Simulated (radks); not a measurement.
Task: Neutral silver, [Kr] 4d10 5s1. Method: non-relativistic Kohn-Sham, r2SCAN, spin-polarised, spherical densities, point nucleus; meta-GGA in the generalised Kohn-Sham scheme; computed with a radial shooting solver on a logarithmic mesh with Libxc functionals. Every spin shell is full or empty, so the densities are truly spherical. Functionals are evaluated on that one density, not self-consistently. Rank these exchange functionals by their error against the exact value of the orbitals, and give that value: LDA, B88, PBE, PBEsol, revPBE, RPBE, PW91, OPTX, AM05, G96, EV93, revTPSS, SCAN, MS2, Tao-Mo.

Result: Exact: -143.939 hartree. From best to worst, with 100 (|E| - |E exact|)/|E exact| (equal figures are ties): PW91 +0.02, B88 +0.05, RPBE -0.20, SCAN +0.21, EV93 -0.22, revPBE -0.25, G96 +0.36, PBE -0.40, MS2 -0.54, Tao-Mo -0.76, revTPSS -0.88, OPTX +1.19, PBEsol -2.29, AM05 -4.60, LDA -4.95.
